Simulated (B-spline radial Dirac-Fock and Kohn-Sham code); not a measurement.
**X-ray form factors of cesium in several charge states**

The computed values come from a radial finite-basis atomic code: Dirac-Fock orbitals of the configuration average with a finite nucleus.

Configurations: Cs¹²⁺ [Kr] 4d7; Cs¹³⁺ [Kr] 4d6; Cs¹⁵⁺ [Kr] 4d4. The first column is f₀ of Cs¹²⁺, the others are differences from it.

| s (Å⁻¹) | Cs¹²⁺ | Δ Cs¹³⁺ | Δ Cs¹⁵⁺ |
| --- | --- | --- | --- |
| 0 | 43.000 | -1.000 | -3.000 |
| 0.05 | 42.798 | -0.983 | -2.953 |
| 0.1 | 42.202 | -0.935 | -2.817 |
| 0.15 | 41.243 | -0.860 | -2.602 |
| 0.2 | 39.969 | -0.762 | -2.324 |
| 0.25 | 38.442 | -0.651 | -2.004 |
| 0.3 | 36.730 | -0.533 | -1.663 |
| 0.35 | 34.902 | -0.416 | -1.321 |
| 0.4 | 33.026 | -0.307 | -0.996 |
| 0.45 | 31.161 | -0.210 | -0.703 |
| 0.5 | 29.356 | -0.127 | -0.451 |
| 0.6 | 26.064 | -0.012 | -0.085 |
| 0.7 | 23.308 | +0.044 | +0.105 |
| 0.8 | 21.098 | +0.056 | +0.163 |
| 0.9 | 19.345 | +0.045 | +0.141 |
| 1 | 17.929 | +0.024 | +0.084 |
| 1.1 | 16.733 | +0.004 | +0.023 |
| 1.2 | 15.667 | -0.011 | -0.027 |
| 1.4 | 13.715 | -0.025 | -0.077 |
| 1.6 | 11.896 | -0.024 | -0.079 |
